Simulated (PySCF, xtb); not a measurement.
CCl3, SMILES Cl[C](Cl)Cl, multiplicity 2.

Harmonic wavenumbers (cm⁻¹) from GFN2-xTB in xtb 6.7.1 at its own minimum, in rising order: 241, 241, 314, 517, 770, 770.

What does PBE-D3(BJ)/def2-SVP run with PySCF 2.14.0 give at its own minimum? (The exact figures need the calculation; the answer reports its results.)

265, 265, 325, 487, 865, 865. Paired by order, the mean absolute difference is 46 cm⁻¹ and the zero-point energies are 4.1 and 4.4 kcal/mol.
